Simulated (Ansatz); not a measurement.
Ansatz (a first-principles code) job for FH₃O₂SSi, SMILES O[Si](O)(F)S, PBE0/def2-SVPD. Coordinates come from a TPSSh-D3(BJ)/def2-SVP optimisation. The values are those of a single conformer.

Ansatz 0.2 input:
```yaml
crystal:
  periodic: [false, false, false]
  atoms:
    - {symbol: O, position_ang: [0.12924029, -0.22931198, 1.80781682]}
    - {symbol: Si, position_ang: [0.13971022, -0.28445725, 0.15908816]}
    - {symbol: O, position_ang: [1.68182150, -0.62231357, -0.29111928]}
    - {symbol: F, position_ang: [-0.87416432, -1.44778603, -0.35232459]}
    - {symbol: S, position_ang: [-0.54013494, 1.50752684, -0.76350354]}
    - {symbol: H, position_ang: [-0.69741329, 0.03320237, 2.23642447]}
    - {symbol: H, position_ang: [2.18835112, -1.16936939, 0.32727607]}
    - {symbol: H, position_ang: [-1.42573749, 0.84121796, -1.53753724]}
basis:
  gaussian:
    orbitals: def2-SVPD
hamiltonian:
  xc: {name: PBE0}
```

Output:

```
WARN ansatz: RAYON_NUM_THREADS=1 ignored (pool sized by the plan → 1); use --threads N
Functional definition: PBE0
integrals: 0.08 GiB planned
1267 factors; their error is unknown
mean field: 0.69 GiB planned
mean field evaluation 1: about -25545.0546 eV, gradient 7.1e1 eV
mean field evaluation 2: about -25533.0336 eV, gradient 1.1e2 eV
mean field evaluation 4: about -25553.4871 eV, gradient 3.9e0 eV
mean field evaluation 8: about -25553.5139 eV, gradient 5.2e-2 eV
mean field evaluation 16: about -25553.6934 eV, gradient 4.5e-5 eV
mean field -25553.69340250 eV, -939.0809116263 hartree, gradient 4.5e-5 eV, S^2 0.000000; 0 other end points of the search recorded, 0 dependent functions left out
reference -25553.69344473 eV, -939.0809131785 hartree; 29, 29 occupied and 115, 115 virtual orbitals, 1267 factors
Total energy: -25553.69344473 eV, -939.0809131785 hartree
```

The calculation finished and met its thresholds.

Cost: around 5 core-seconds (rough).
